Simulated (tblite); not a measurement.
Run record: tight-binding relaxation, `FC[Si]([SiH3])([SiH3])CO[SiH3]`.

Computed with GFN2-xTB geometry optimisation, gas phase (tblite 0.8.0). Start geometry: from a force field or distance geometry. The input is one job of a driver script: a line of settings, then coordinates in Å.

Command:
```bash
OMP_NUM_THREADS=1 python probes_run.py task.json out
```

Input:
```
{"job": {"kind": "relax", "xc": "GFN2-xTB", "basis": "xTB"}, "charge": 0, "multiplicity": 1}
F     -1.391200    -2.348000     1.460800
C     -0.501500    -1.900600     0.495100
Si    -0.771400    -0.107700     0.082000
Si    -1.399600     1.113700     1.835900
Si    -2.405300     0.017600    -1.421500
C      0.852000     0.566400    -0.542100
O      1.834400    -0.227300    -0.008200
Si     3.434300     0.167600    -0.406000
H     -0.672900    -2.470800    -0.434500
H      0.525900    -1.969300     0.870100
H     -0.665900     2.375400     1.747000
H     -2.817000     1.402200     1.684400
H     -1.170300     0.403300     3.129200
H     -3.556800    -0.725100    -0.856700
H     -2.093600    -0.622200    -2.696900
H     -2.890200     1.401100    -1.635900
H      0.885200     0.683600    -1.627400
H      0.946200     1.589200    -0.095600
H      3.569500     1.030200    -1.575800
H      4.166400     0.744400     0.746200
H      4.112800    -1.106800    -0.750500
```

Output:
```
step      E/eV     max force
  0    -724.00878    2.865
  1    -724.23897    1.279
  2    -724.37846    0.948
  3    -724.45715    0.750
  4    -724.55284    0.543
  5    -724.59128    0.386
  6    -724.62676    0.379
  7    -724.65561    0.324
  8    -724.68100    0.368
  9    -724.70617    0.392
... (182 lines left out)
192    -724.97395    0.041
193    -724.97420    0.037
194    -724.97440    0.038
195    -724.97462    0.037
196    -724.97487    0.028
197    -724.97506    0.022
198    -724.97516    0.017
199    -724.97520    0.014
200    -724.97523    0.011
201    -724.97526    0.009
```

«max force» is the largest atomic force in eV/Å.

Task: From which step on does the largest force stay under 0.1 eV/Å, and how much energy is left to gain from there?

Result: From step 162 (0.079 eV/Å), 11.3 meV above the end.

Main results: energy lowered by 22.3 kcal/mol over 201 steps; largest atomic force 0.009 eV/Å at the end.

Task: Where do the atoms end?

Result: 0.964 Å rms from the input after alignment:
```
atom  x, y, z in Å
F1    -1.6846   -2.5536    0.7492
C2    -0.5825   -1.9654    0.1498
Si3   -0.8955   -0.0590   -0.0494
Si4   -0.8792    0.8553    2.1038
Si5   -2.6616    0.1603   -1.5662
C6     0.7523    0.5150   -0.8621
O7     1.7192    0.3547    0.1572
Si8    3.3327    0.4760    0.0495
H9    -0.4410   -2.4891   -0.8006
H10    0.2722   -2.1874    0.7941
H11   -0.1936    2.1515    2.1451
H12   -2.2580    1.0964    2.5504
H13   -0.2488   -0.0019    3.1127
H14   -3.9035   -0.3562   -0.9914
H15   -2.4682   -0.5421   -2.8428
H16   -2.9065    1.5657   -1.9125
H17    1.0401   -0.0680   -1.7422
H18    0.7238    1.5647   -1.1705
H19    3.8598   -0.5059   -0.9048
H20    3.7404    1.8099   -0.4035
H21    3.6735    0.1960    1.4339
```

Task: How long does this job take on an Arm Neoverse N1 with one thread (shared host)?

Result: About 4.0 s.
Labels such as C1 count atoms from 1, the log's own numbers from 0.
